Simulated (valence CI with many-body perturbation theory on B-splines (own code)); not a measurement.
As¹⁸⁺: calculated level list

Calculated by configuration interaction combined with many-body perturbation theory (CI+MBPT): five valence electrons over a frozen Dirac-Fock core [Ne], radial functions for each j: 11 s, 11 p, 10 d, 8 f, 5 g, 2 h, with the one-electron correlation potential Σ1, the two-electron term Σ2, the three-electron term Σ3, Breit, model QED; selected CI, second order for the rest, scaled by the run's own slope (own B-spline code, finite nucleus).

No measured levels were compared; by estimate levels of excited configurations hold to 0.05 to 0.15 % of their energy, terms of the ground configuration to about 0.5 %. Among the levels kept, up to 3300 cm⁻¹ of a level comes from second order outside the variational space, and about a tenth of that is noise between levels of different J, which matters for small intervals.

Levels 91 to 135 of 171, with energies above the lowest level, 3s2.3p3 4S°_3/2. "Leading %" is the weight of the configuration and term that name the level; weights of strongly mixed levels are sums over their largest components and can fall short. In the jj column 3d3/2^4 stands for four electrons in 3d with j = 3/2.

| No. | Configuration | Term | J | E (cm⁻¹) | Leading % | g | Leading jj |
| --- | --- | --- | --- | --- | --- | --- | --- |
| 91 | 3s.3p3.3d | 4D° | 1/2 | 1269800 | 27 | 0.514 | 3s 3p1/2 3p3/2^2 3d3/2 (30 %) |
| 92 | 3s.3p3.3d | 2F° | 5/2 | 1279900 | 79 | 0.890 | 3s 3p1/2 3p3/2^2 3d5/2 (56 %) |
| 93 | 3s.3p3.3d | 2G° | 9/2 | 1290400 | 69 | 1.131 | 3s 3p1/2 3p3/2^2 3d5/2 (50 %) |
| 94 | 3s.3p3.3d | 2F° | 7/2 | 1294600 | 30 | 1.143 | 3s 3p3/2^3 3d5/2 (20 %) |
| 95 | 3s.3p3.3d | 4D° | 5/2 | 1310500 | 49 | 1.217 | 3s 3p1/2 3p3/2^2 3d5/2 (25 %) |
| 96 | 3s.3p3.3d | 4D° | 3/2 | 1311800 | 58 | 1.066 | 3s 3p1/2 3p3/2^2 3d3/2 (44 %) |
| 97 | 3s.3p3.3d | 4D° | 1/2 | 1314200 | 46 | 0.367 | 3s 3p1/2 3p3/2^2 3d5/2 (27 %) |
| 98 | 3s2.3p.3d2 | 4G° | 5/2 | 1318200 | 41 | 0.821 | 3s^2 3p1/2 3d3/2^2 (43 %) |
| 99 | 3s.3p3.3d | 4D° | 7/2 | 1318700 | 56 | 1.302 | 3s 3p1/2 3p3/2^2 3d5/2 (47 %) |
| 100 | 3s.3p3.3d | 2D° | 3/2 | 1323500 | 54 | 0.964 | 3s 3p1/2 3p3/2^2 3d5/2 (40 %) |
| 101 | 3s.3p3.3d | 4D° | 1/2 | 1330500 | 43 | 0.444 | 3s 3p1/2 3p3/2^2 3d3/2 (34 %) |
| 102 | 3s2.3p.3d2 | 4G° | 7/2 | 1339800 | 58 | 1.045 | 3s^2 3p1/2 3d3/2 3d5/2 (51 %) |
| 103 | 3s.3p3.3d | 2D° | 5/2 | 1340600 | 58 | 1.163 | 3s 3p3/2^3 3d3/2 (28 %) |
| 104 | 3s2.3p.3d2 | 4G° | 5/2 | 1345200 | 36 | 0.775 | 3s 3p1/2 3p3/2^2 3d5/2 (25 %) |
| 105 | 3s.3p3.3d | 2F° | 7/2 | 1354100 | 38 | 1.107 | 3s 3p1/2 3p3/2^2 3d5/2 (22 %) |
| 106 | 3s.3p3.3d | 2P° | 3/2 | 1356200 | 19 | 0.975 | 3s 3p1/2 3p3/2^2 3d5/2 (21 %) |
| 107 | 3s.3p3.3d | 2S° | 1/2 | 1360300 | 45 | 1.792 | 3s 3p1/2 3p3/2^2 3d3/2 (29 %) |
| 108 | 3s2.3p.3d2 | 4G° | 9/2 | 1361600 | 86 | 1.174 | 3s^2 3p3/2 3d3/2 3d5/2 (47 %) |
| 109 | 3s.3p3.3d | 2P° | 3/2 | 1367100 | 41 | 1.162 | 3s 3p3/2^3 3d5/2 (22 %) |
| 110 | 3s.3p3.3d | 2P° | 3/2 | 1373100 | 38 | 1.312 | 3s 3p1/2 3p3/2^2 3d5/2 (24 %) |
| 111 | 3s.3p3.3d | 2F° | 5/2 | 1373400 | 48 | 1.009 | 3s 3p3/2^3 3d3/2 (26 %) |
| 112 | 3s.3p3.3d | 2D° | 5/2 | 1387600 | 34 | 1.092 | 3s 3p3/2^3 3d5/2 (36 %) |
| 113 | 3s2.3p.3d2 | 4G° | 11/2 | 1389000 | 93 | 1.271 | 3s^2 3p3/2 3d5/2^2 (71 %) |
| 114 | 3s.3p3.3d | 2F° | 7/2 | 1396700 | 79 | 1.176 | 3s 3p3/2^3 3d5/2 (47 %) |
| 115 | 3s2.3p.3d2 | 4D° | 1/2 | 1402000 | 61 | 0.318 | 3s^2 3p1/2 3d3/2 3d5/2 (36 %) |
| 116 | 3s2.3p.3d2 | 4D° | 3/2 | 1411000 | 71 | 1.169 | 3s^2 3p1/2 3d3/2 3d5/2 (52 %) |
| 117 | 3s2.3p.3d2 | 2P° | 1/2 | 1411700 | 25 | 0.553 | 3s^2 3p3/2 3d5/2^2 (16 %) |
| 118 | 3s2.3p.3d2 | 4D° | 5/2 | 1416400 | 26 | 1.183 | 3s^2 3p1/2 3d3/2 3d5/2 (33 %) |
| 119 | 3s2.3p.3d2 | 4F° | 3/2 | 1427800 | 74 | 0.527 | 3s^2 3p1/2 3d3/2^2 (41 %) |
| 120 | 3s2.3p.3d2 | 4D° | 7/2 | 1428500 | 41 | 1.309 | 3s^2 3p1/2 3d5/2^2 (38 %) |
| 121 | 3s2.3p.3d2 | 2F° | 5/2 | 1430500 | 43 | 1.002 | 3s^2 3p1/2 3d5/2^2 (44 %) |
| 122 | 3s2.3p.3d2 | 2H° | 9/2 | 1431700 | 81 | 0.945 | 3s^2 3p1/2 3d3/2 3d5/2 (72 %) |
| 123 | 3s2.3p.3d2 | 4P° | 1/2 | 1435300 | 73 | 2.457 | 3s^2 3p1/2 3d3/2 3d5/2 (31 %) |
| 124 | 3s2.3p.3d2 | 4F° | 5/2 | 1437700 | 61 | 1.134 | 3s^2 3p1/2 3d3/2 3d5/2 (38 %) |
| 125 | 3s.3p3.3d | 2P° | 3/2 | 1442600 | 52 | 1.342 | 3s 3p1/2 3p3/2^2 3d3/2 (23 %) |
| 126 | 3s2.3p.3d2 | 4P° | 3/2 | 1448400 | 60 | 1.587 | 3s^2 3p3/2 3d3/2^2 (18 %) |
| 127 | 3s.3p3.3d | 2P° | 1/2 | 1451100 | 72 | 0.640 | 3s 3p1/2 3p3/2^2 3d3/2 (27 %) |
| 128 | 3s2.3p.3d2 | 4F° | 9/2 | 1454700 | 73 | 1.286 | 3s^2 3p3/2 3d3/2 3d5/2 (45 %) |
| 129 | 3s2.3p.3d2 | 4F° | 7/2 | 1455200 | 43 | 1.220 | 3s^2 3p3/2 3d3/2 3d5/2 (68 %) |
| 130 | 3s2.3p.3d2 | 2D° | 3/2 | 1463600 | 39 | 0.837 | 3s^2 3p1/2 3d5/2^2 (17 %) |
| 131 | 3s2.3p.3d2 | 2F° | 7/2 | 1465800 | 35 | 1.249 | 3s^2 3p3/2 3d5/2^2 (65 %) |
| 132 | 3s.3p3.3d | 2D° | 5/2 | 1466200 | 30 | 1.294 | 3s^2 3p3/2 3d3/2 3d5/2 (39 %) |
| 133 | 3s2.3p.3d2 | 2G° | 7/2 | 1472200 | 59 | 0.945 | 3s^2 3p1/2 3d3/2 3d5/2 (25 %) |
| 134 | 3s2.3p.3d2 | 4P° | 5/2 | 1474700 | 52 | 1.431 | 3s^2 3p3/2 3d3/2 3d5/2 (40 %) |
| 135 | 3s2.3p.3d2 | 2H° | 11/2 | 1483600 | 97 | 1.090 | 3s^2 3p3/2 3d3/2 3d5/2 (75 %) |

Names give the largest LS component (configuration and term), which can be under half, so a name can repeat, a term be missing and a line seem to break the LS rules; names also repeat where a configuration has a term twice.

Where two levels of one J and parity lie close, their mixing, g and order are uncertain.
